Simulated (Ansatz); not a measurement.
Species: GaO3, net charge 0, doublet state. It need not be the lowest isomer of its formula. SMILES: [O][Ga]1[O][O]1
Structure (B3LYP-D3(BJ)/def2-TZVP (Ansatz, a first-principles code) minimum search):
```xyz
4

Ga    -0.0008    -0.2875     0.0009
O     -0.0055    -1.9491     0.0061
O      0.6881     1.5296    -0.0363
O     -0.6795     1.5336     0.0268
```
Charge 0, spin multiplicity 2.

Property: vertical electron affinity (to the singlet state of charge -1; a negative value means that the extra electron is unbound and the number depends on the basis; each state is the SCF solution reached for its spin), in eV. Correlated levels leave the core frozen unless marked. Open shells are spin-unrestricted. Spin-orbit coupling is left out. The frozen core is the preceding noble-gas configuration, with the filled d and f shells of earlier blocks. No relativistic terms. Anions need diffuse functions: aug- sets have them; def2-D sets add few. Basis-set limits of correlation are two-point, X^-3; Hartree-Fock from the larger set. [CCSD(T)-MP2]/basis is that difference in the basis named.

```
level           program  vertical electron affinity (eV)
--------------  -------  -------------------------------
HF/aug-cc-pVDZ   Ansatz                             1.84
```

Problem. Estimate the value at RI-MP2/CBS(aug-cc-pVTZ,aug-cc-pVQZ)+[CCSD(T)-MP2]/aug-cc-pVDZ as computed with Ansatz.

Solution. 2.78 eV, so HF/aug-cc-pVDZ differs from it by -0.94 eV.
